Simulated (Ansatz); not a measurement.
Species: cyclopenta-1,4-dien-1-ylsilane, C5H8Si, charge 0, multiplicity 1. SMILES: [SiH3]C1C=CCC=1
Coordinates optimised at B3LYP-D3(BJ)/def2-TZVP (Ansatz, an electronic-structure program):
```xyz
14

Si     2.1044    -0.0116    -0.0455
C      0.2472     0.0059     0.0008
C     -0.5171     0.8509     0.7271
C     -1.9707     0.5573     0.5039
C     -1.9372    -0.5877    -0.4633
C     -0.6599    -0.8920    -0.7418
H      2.6316    -1.3240     0.4034
H      2.6006     0.2193    -1.4247
H      2.6247     1.0526     0.8441
H     -0.1595     1.6331     1.3814
H     -2.4825     0.2967     1.4383
H     -2.5052     1.4260     0.1005
H     -2.8177    -1.0726    -0.8576
H     -0.3270    -1.6753    -1.4087
```
Charge 0, spin multiplicity 1.

Quantity: vertical triplet-singlet gap (E(triplet) - E(singlet); each state is the SCF solution reached for its spin; for the triplet the Hartree-Fock reference is unstable and T1 is 0.019; for the singlet the Hartree-Fock reference is unstable and T1 is 0.012), in kcal/mol. Valence correlation only, unless marked. UHF or UKS for open shells. No spin-orbit coupling. Non-relativistic. 

```tsv
level	program	vertical triplet-singlet gap (kcal/mol)
HF/aug-cc-pV(T+d)Z	Ansatz	57.3
SVWN5/def2-TZVPD	Ansatz	78.2
PBE/def2-TZVPD	Ansatz	73.2
B3LYP/def2-TZVPD	Ansatz	73.7
PBE0/def2-TZVPD	Ansatz	72.4
BHLYP/def2-TZVPD	Ansatz	72.0
CAM-B3LYP/def2-TZVPD	Ansatz	74.9
wB97M-V/def2-TZVPD	Ansatz	79.2
wB97X-V/def2-TZVPD	Ansatz	78.1
B2PLYP/def2-TZVPD	Ansatz	77.5
RI-MP2/aug-cc-pV(T+d)Z	Ansatz	93.7
RI-MP2/aug-cc-pV(Q+d)Z	Ansatz	94.1
CCSD/aug-cc-pV(D+d)Z	Ansatz	77.6
CCSD(T)/aug-cc-pV(D+d)Z	Ansatz	78.4
```
